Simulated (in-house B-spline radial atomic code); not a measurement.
Values are calculated unless marked as measured or tabulated.
# Building a PAW s channel for F, r_c = 0.996 bohr

F, [He] 2s2 2p5, non-relativistic LDA (VWN5), spherical and spin-unpolarised, from an all-electron radial atomic-structure program (B-spline basis) (atomic units; all potentials screened as in the neutral atom).

Two all-electron partial waves φ1, φ2 are integrated outwards at E1 = ε(2s) = -1.086859 and E2 = E1 + 1 hartree; φ1 is the bound orbital and φ2 has unit norm inside r_c = 0.9962 bohr. Smooth partners are polynomials, r^1(a0 + a1 r² + a2 r⁴ + a3 r⁶), matched to φ and three derivatives at r_c, with no condition on the norm. The local potential is -11.2127 + (24.7363) r² + (-24.0124) r⁴ + (8.81253) r⁶ inside 0.8156 bohr and the all-electron one outside.

```csv
wave,φ(r_c),φ'(r_c),a0,a1,a2,a3
1,0.939343,-0.5966459,2.264309,-2.028276,0.8442146,-0.1431657
2,0.955513,-2.19201,3.572574,-3.9437,1.587039,-0.2686991
```

Inside r_c the overlaps are <φi φj> = [[0.56040, 0.74447], [0.74447, 1.00000]] and, for the smooth waves, [[0.65032, 0.88313], [0.88313, 1.21380]]. With χj = (Ej − T − V_local) applied to smooth wave j, the program's quadrature gives the matrix B_ij = <smooth i, χj> as [[1.19544, 1.92053], [1.78187, 2.86600]].

(1) Check the match of the first wave, and find the augmentation charges q_ij.

(2) B isn't symmetric. Show that D_ij = B_ij + Ej q_ij is.

Solving (T + V_local + Σ p D p) ψ = E (1 + Σ p q p) ψ in a sphere of 9 bohr gives these levels:

| all-electron | one projector | two projectors |
| --- | --- | --- |
| -1.086860 | -1.086860 | -1.086860 |
| 0.022737 | 0.022487 | 0.022737 |
| 0.250363 | 0.249729 | 0.250363 |
| 0.634649 | 0.633020 | 0.634649 |
| 1.163910 | 1.160130 | 1.163900 |

(3) What does the second projector gain?

Results:

(1) At r_c the four terms are 2.25570, -2.00524, 0.82830, -0.13940, which sum to 0.9394, φ1(r_c) to rounding. q_ij is the all-electron overlap less the smooth one: [[-0.08992, -0.13866], [-0.13866, -0.21380]]. The smooth first wave has a norm of 0.6503 inside r_c against 0.5604, so q11 is negative and must stay small enough for the overlap operator to be positive.

(2) Integrating by parts gives B12 − B21 = (E1 − E2) q12: 1.92053 − (1.78187) = 0.13866, and −1 × (-0.13866) = 0.13866. So D12 = 1.92053 + (-0.086859)(-0.13866) = 1.93257 and D21 = 1.78187 + (-1.086859)(-0.13866) = 1.93257; D11 = 1.29318, D22 = 2.88457. The projectors, p = (B⁻¹)ᵀ χ, are dual to the smooth waves; det B = 0.004, small beside B11 B22, as the two smooth waves look alike inside r_c.

(3) With one projector the errors are 0.00, -0.25, -0.63, -1.63, -3.78 millihartree. With two the errors are 0.00, 0.00, 0.00, 0.00, -0.01 millihartree. The scattering is exact at E1 and at E2 = -0.087, and over all levels compared the largest error is 0.01 millihartree. The lowest eigenvalue of the overlap operator is 0.7129 with one and 0.4302 with two projectors. The smooth orbital alone needs a cutoff of 12.1 hartree for 1 millihartree of kinetic energy, against 54.1 for a norm-conserving Troullier-Martins orbital of the same radius; part of the gain comes from giving up the norm, part from the simpler form.
